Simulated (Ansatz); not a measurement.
Reaction (SMILES): N[SiH2][SiH2]N -> N[SiH2]N[SiH3]
Geometries: B3LYP-D3(BJ)/def2-TZVP minima from Ansatz (a program for electronic structure), one conformer each, not searched for the lowest.

Property: isomerisation energy (electronic energy difference), in eV. Correlated levels leave the core frozen unless marked. No spin-orbit coupling. Non-relativistic. CBS marks a two-point X^-3 extrapolation of the correlation energy; Hartree-Fock from the larger set.

```json
[
 {"level": "PBE/def2-TZVPD", "program": "Ansatz", "isomerisation energy (eV)": "-0.67"},
 {"level": "PBE0-D3(BJ)/def2-TZVPD", "program": "Ansatz + dftd3", "isomerisation energy (eV)": "-0.74"},
 {"level": "r2SCAN0/def2-TZVPD", "program": "Ansatz", "isomerisation energy (eV)": "-0.86"},
 {"level": "HSE06/def2-TZVPD", "program": "Ansatz", "isomerisation energy (eV)": "[?]"},
 {"level": "CCSD/cc-pV(T+d)Z", "program": "Ansatz", "isomerisation energy (eV)": "-0.92"},
 {"level": "CCSD/cc-pVTZ", "program": "Ansatz", "isomerisation energy (eV)": "-0.86"},
 {"level": "CCSD/aug-cc-pV(Q+d)Z", "program": "Ansatz", "isomerisation energy (eV)": "-0.92"},
 {"level": "CCSD(T)/CBS(aug-cc-pV(T+d)Z,aug-cc-pV(Q+d)Z)", "program": "Ansatz", "isomerisation energy (eV)": "[?]"}
]
```

### Question
Some entries are withheld; supply them.

### Answer

- HSE06/def2-TZVPD, isomerisation energy (eV): -0.75
- CCSD(T)/CBS(aug-cc-pV(T+d)Z,aug-cc-pV(Q+d)Z), isomerisation energy (eV): -0.90
